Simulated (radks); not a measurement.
Results of a calculation; reference values are marked as such.
Neutral tantalum inside a hard spherical wall (all orbitals vanish at R), configuration held at [Xe] 4f14 5d3 6s2 and not refilled when levels cross. Code: a radial shooting solver on a logarithmic mesh with Libxc functionals. Model: scalar-relativistic Kohn-Sham, PBE, spin-polarised, spherical densities, finite nucleus; open shells are filled with parallel spins first (spin-orbit coupling, left out, can overturn this in heavy ions); Fermi nuclear charge, rms radius 5.3507 fm. Eigenvalues in eV for spin up, with the zero of energy where the potential of the charges vanishes at infinity; a dash marks a level that is unbound or too diffuse for the functional's potential to be trusted. A positive occupied level is held by the wall or, in an anion where self-interaction has pushed it up, behind a barrier. The pressure on the wall is -dE/dV.

\begin{tabular}{lrrrrrrrrr}
R (bohr) & E (hartree) & kinetic (hartree) & e(5p) & e(4f) & e(6s) & e(5d) & e(6p, empty) & e(7s, empty) & pressure (GPa) \\ \hline
free & -15602.3310 & 17136.803 & -39.822 & -24.546 & -5.872 & -4.207 & -1.590 & - & 0 \\
20 & -15602.3310 & 17136.803 & -39.822 & -24.546 & -5.872 & -4.207 & -1.590 & - & < 0.0001 \\
12 & -15602.3310 & 17136.804 & -39.816 & -24.540 & -5.867 & -4.201 & -1.557 & 0.679 & 0.00115 \\
7 & -15602.3117 & 17136.942 & -39.094 & -23.800 & -5.276 & -3.565 & -0.295 & 7.168 & 1.05 \\
6 & -15602.2702 & 17137.173 & -38.161 & -22.823 & -4.399 & -2.738 & 1.223 & 12.721 & 4.56 \\
5 & -15602.1350 & 17137.805 & -36.165 & -20.679 & -2.129 & -0.887 & 4.832 & 24.126 & 21.9 \\
3 & -15599.5547 & 17147.546 & -22.298 & -4.530 & 27.406 & 15.713 & 45.382 & 123.44 & 1140 \\
1.5 & -15539.8030 & 17342.151 & 111.31 & 110.51 & 404.31 & 187.11 & 465.53 & 921.79 & 182000 \\
\end{tabular}
